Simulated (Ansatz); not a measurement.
One geometry of Ge6Te6, several levels of theory.

```yaml
crystal:
  periodic: [false, false, false]
  atoms:
    - {symbol: Ge, position_ang: [-0.324130, -0.660056, 1.822421]}
    - {symbol: Ge, position_ang: [0.555016, 1.444068, 0.994521]}
    - {symbol: Ge, position_ang: [0.633504, 2.002676, -2.267784]}
    - {symbol: Ge, position_ang: [-1.234544, -2.107227, -2.823333]}
    - {symbol: Ge, position_ang: [-1.380418, 2.940796, 1.833954]}
    - {symbol: Ge, position_ang: [2.169106, -2.116489, 0.012694]}
    - {symbol: Te, position_ang: [-0.557884, -2.467277, -0.194071]}
    - {symbol: Te, position_ang: [2.482350, 0.653013, -0.618513]}
    - {symbol: Te, position_ang: [1.737438, -1.987383, 2.697996]}
    - {symbol: Te, position_ang: [-2.248442, 0.671874, 3.065951]}
    - {symbol: Te, position_ang: [-1.635486, 1.657069, -0.662774]}
    - {symbol: Te, position_ang: [-0.196521, -0.031065, -3.861053]}
basis:
  gaussian: {orbitals: STO-3G}
hamiltonian: {xc: hf}
scf: {omitted_lower_state_checks: [starts]}
output: {orbitals: {seedname: orbitals}}
```

The file start.molden holds the orbitals of an earlier run on this structure, at another level or in another basis.

```sh
$ ansatz run in.yaml --threads 2 --pin off --events-out ev --progress --plain --max-ram 22528MiB --backend cpu
```

Shortened log:

```
Functional definition: HF
2799 factors; integrals over basis functions are off by at most 2.7e-5 eV
mean field evaluation 1: about -1403930.1636 eV, gradient 3.1e1 eV
mean field evaluation 2: about -1403930.2673 eV, gradient 3.1e1 eV
mean field evaluation 4: about -1403937.5551 eV, gradient 2.8e0 eV
mean field evaluation 8: about -1403937.6672 eV, gradient 1.6e-2 eV
mean field -1403937.66715820 eV, -51593.7576449342 hartree, gradient 2.5e-5 eV, S^2 0.000000; 0 other end points of the search recorded, 0 dependent functions left out
reference -1403937.66715820 eV, -51593.7576449342 hartree; 252, 252 occupied and 18, 18 virtual orbitals, 2799 factors
Total energy: -1403937.66715820 eV, -51593.7576449342 hartree
Checks for a lower state left out: starts
```

Run time 62 s (2 threads of AMD EPYC 7R13 on a shared host), peak host memory 3.3 GiB.

As the first input, with `gaussian: {orbitals: def2-TZVP, fitting: {mean_field: def2-universal-jkfit}, initial_orbitals: start.molden}`, `hamiltonian: {xc: r2scan, dispersion: d4}` (abridged; 4.4 s, on the card):

```
Functional definition: r2SCAN
mean field -382896.65420678 eV, -14071.1925054255 hartree, gradient 3.8e-5 eV, S^2 0.000000
Total energy: -382897.05070334 eV, -14071.2070764051 hartree
Checks for a lower state left out: starts
```

The first input with `gaussian: {orbitals: def2-TZVP, fitting: {mean_field: def2-universal-jkfit}, initial_orbitals: start.molden}`, `hamiltonian: {xc: pbe, dispersion: d4}`, `output: {forces: true, orbitals: {seedname: orbitals}}` (abridged; 7 s, on the card):

```
Functional definition: PBE
mean field -382829.63553288 eV, -14068.7296145863 hartree, gradient 1.9e-5 eV, S^2 0.000000
Total energy: -382831.37675722 eV, -14068.7936034006 hartree
Atom 0 force     0.026787    -0.039347    -0.019903 eV/Å
Atom 1 force    -0.046415    -0.015716    -0.090383 eV/Å
Atom 2 force    -0.026982    -0.070539     0.036077 eV/Å
Atom 3 force     0.051126     0.059905     0.013732 eV/Å
Atom 4 force    -0.012414    -0.102784    -0.029479 eV/Å
Atom 5 force    -0.057710     0.051054     0.055429 eV/Å
Atom 6 force     0.066131     0.101879     0.006726 eV/Å
Atom 7 force    -0.128166    -0.023416     0.034942 eV/Å
Atom 8 force    -0.064265     0.028202    -0.111436 eV/Å
Atom 9 force     0.092214     0.032122    -0.095911 eV/Å
Atom 10 force     0.122350     0.012927     0.076881 eV/Å
Atom 11 force    -0.022656    -0.034286     0.123325 eV/Å
Dipole moment:     0.087155     0.008263    -0.323772 e Å
Checks for a lower state left out: starts
```

First input, but with `gaussian: {orbitals: def2-SVP, initial_orbitals: start.molden}`, `hamiltonian: {xc: pbe0, dispersion: d4}` (abridged; 9 s, on the card):

```
Functional definition: PBE0
mean field -382795.77768647 eV, -14067.4853616804 hartree, gradient 3.0e-5 eV, S^2 0.000000
Total energy: -382797.35227148 eV, -14067.5432266122 hartree
Checks for a lower state left out: starts
```

The first input with `gaussian: {orbitals: def2-TZVP, fitting: {mean_field: def2-universal-jkfit}, initial_orbitals: start.molden}`, `hamiltonian: {xc: pbe0, dispersion: d4}` (abridged; 7.5 s, on the card):

```
Functional definition: PBE0
mean field -382839.98600206 eV, -14069.1099873128 hartree, gradient 2.4e-5 eV, S^2 0.000000
Total energy: -382841.56058857 eV, -14069.1678522999 hartree
Checks for a lower state left out: starts
```

First input, but with `gaussian: {orbitals: def2-TZVP, fitting: {mean_field: def2-universal-jkfit}, initial_orbitals: start.molden}`, `hamiltonian: {xc: {name: PBE-QIDH}}` and without the key `output` (abridged; 9 s, on the card):

```
Functional definition: PBE-QIDH
mean field -382716.24059113 eV, -14064.5624273391 hartree, gradient 2.2e-6 eV, S^2 0.000000
78 core orbitals not correlated: weight in the atoms' cores, before any rotation towards them, 1.000 or more for the frozen orbitals, at most 0.000 for the correlated occupied ones
second order -129.98756449 eV of doubles, -0.00000000 eV of singles
Total energy: -382759.56979460 eV, -14066.1547461968 hartree
Checks for a lower state left out: starts
```

As the first input, with `gaussian: {orbitals: def2-SVP, initial_orbitals: start.molden}`, `hamiltonian: {xc: pbe, dispersion: d4}` (abridged; 4 s, on the card):

```
Functional definition: PBE
mean field -382785.33736188 eV, -14067.1016868286 hartree, gradient 8.7e-5 eV, S^2 0.000000
Total energy: -382787.07858419 eV, -14067.1656755682 hartree
Checks for a lower state left out: starts
```

Geometry: PBE-D4/def2-SVP.

In the def2 sets Te takes a core potential, while STO-3G treats all electrons; there is no spin–orbit coupling. Correlated methods freeze 78 core orbitals; core or outer-core shells of Ge, Te are correlated, in sets that lack core-valence functions. Single mean-field runs in def2-TZVP are fitted with def2-universal-jkfit. Another isomer (singlet) lies 0.41 eV lower at PBE0-D4/def2-TZVP; other spin states weren't run for this one.
